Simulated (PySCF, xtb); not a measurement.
iodine monochloride (ClI), SMILES ICl.

Harmonic wavenumbers (cm⁻¹) from GFN2-xTB in xtb at its own minimum, in rising order: 366.

### Question
What does PBE-D3(BJ)/def2-TZVP (PySCF) give at its own minimum? (An estimate is asked for; the answer gives what the named calculation found.)

### Answer
374. Paired by order, the mean absolute difference is 8 cm⁻¹ and the zero-point energies are 0.5 and 0.5 kcal/mol.
